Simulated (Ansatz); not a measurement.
## Worked example: vertical ionisation energy of CH7NOSi (SMILES C[SiH](N)O)

CH7NOSi: 11 atoms, total charge 0, spin state singlet. SMILES: `C[SiH](N)O`. The coordinates come from a PBE0-D4/def2-TZVP relaxation. This is one conformer, not always the lowest.

Both states at this one shape; open shells run unrestricted unless said. 1 Eh = 27.2114 eV.

| level | program | singlet CH7NOSi (Eh) | doublet CH7NOSi+ (Eh) | HOMO of the first (eV) |
| --- | --- | --- | --- | --- |
| HF/def2-SV(P) | Ansatz | -460.018315 | -459.696957 | -10.97 |
| HF/def2-SVP | Ansatz | -460.053310 | -459.734205 | -10.92 |
| HF/def2-TZVP | Ansatz | -460.371770 | -460.053102 | -11.00 |

Q: Work out the vertical ionisation energy at each level.

A: 
1. HF/def2-SV(P): -459.696957 − (-460.018315) = 0.321358 Eh = 8.74 eV; −ε(HOMO) = 10.97 eV.
2. HF/def2-SVP: -459.734205 − (-460.053310) = 0.319105 Eh = 8.68 eV; −ε(HOMO) = 10.92 eV.
3. HF/def2-TZVP: -460.053102 − (-460.371770) = 0.318668 Eh = 8.67 eV; −ε(HOMO) = 11.00 eV.

No measured value is set beside it here; the levels span 8.67 to 8.74 eV. In Hartree–Fock, −ε(HOMO) (Koopmans) exceeds the difference of totals by the orbital relaxation of the ion.
